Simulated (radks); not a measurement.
The antimony ion Sb3+, [Kr] 4d10 5s2. Calculated with a radial shooting solver on a logarithmic mesh with Libxc functionals: non-relativistic Kohn-Sham, exchange-only PBE, spin-polarised, spherical densities, point nucleus. Every spin shell is full or empty, so the densities are truly spherical. Functionals are evaluated on that one density, not self-consistently. Rank these exchange functionals by their error against the exact value of the orbitals, and give that value: LDA, PBEsol, RPBE, PW86, WC, AM05, EV93, SCAN.

Answer. Exact: -162.906 hartree. From best to worst, with 100 (|E| - |E exact|)/|E exact| (equal figures are ties): SCAN +0.17, PW86 -0.19, RPBE -0.23, EV93 -0.28, WC -0.85, PBEsol -2.25, AM05 -4.49, LDA -4.83.
